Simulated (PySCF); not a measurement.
Ag (silver, neutral) across methods

[Kr] 4d10 5s1, 2S determinant. Calculation: PySCF 2.14, in aug-cc-pVTZ-PP with one added diffuse shell each of s, p, d, f, g type with ECP28MDF (7s7p6d4f3g, 113 functions); scalar relativity through the core potential.

| method | E (hartree) | mean ε 4d α (eV) | mean ε 4d β (eV) | mean ε 5s α (eV) | Σ⟨r²⟩ (bohr²) | ⟨S²⟩ |
| --- | --- | --- | --- | --- | --- | --- |
| r2SCAN | -146.9596 | -7.581 | -7.356 | -5.053 | 45.03 | 0.753 |
| PBEsol | -146.7339 | -7.392 | -7.177 | -4.863 | 45.38 | 0.752 |
| revPBE | -146.9784 | -7.318 | -7.103 | -4.723 | 45.56 | 0.752 |
| UHF | -146.05558 | -13.879 | -13.812 | -6.493 | 46.40 | 0.752 |
| PBE0 | -146.9086 | -9.171 | -8.989 | -5.377 | 45.33 | 0.751 |
| wB97M-V | -146.8425 | -11.697 | -11.532 | -7.040 | 45.55 | 0.750 |
| LDA | -146.6526 | -7.607 | -7.413 | -5.073 | 45.37 | 0.751 |
| PBE | -146.9279 | -7.389 | -7.176 | -4.807 | 45.55 | 0.751 |

Energies and moments cover only the electrons outside the core potential.
